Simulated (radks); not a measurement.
The numbers below are computed, except where a source is named.
Problem. Coherent X-ray form factor from a spherical all-electron density. Code: a radial shooting solver on a logarithmic mesh with Libxc functionals. Model: non-relativistic Kohn-Sham, PBEsol, spin-unpolarised, spherical densities, point nucleus.

sin(theta)/lambda (1/angstrom),f0 (electrons)
0.05,1.954
0.1,1.827
0.15,1.646
0.2,1.439
0.25,1.231
0.3,1.039
0.4,0.723
0.5,0.500
0.6,0.348
0.8,0.176
1,0.095
1.25,0.048
1.5,0.026
2,0.010

The species is in the configuration that NIST lists as its ground one. Which atom or ion scatters so?

Solution. Neutral helium, [He]. Extrapolating in s^2 from the first two rows gives f0(0) = 2.0, near the electron count 2; among species with that count, the fall with angle is slower the higher Z, and the table is that of Z = 2; from so few rows the species is fixed only to a neighbour or two.
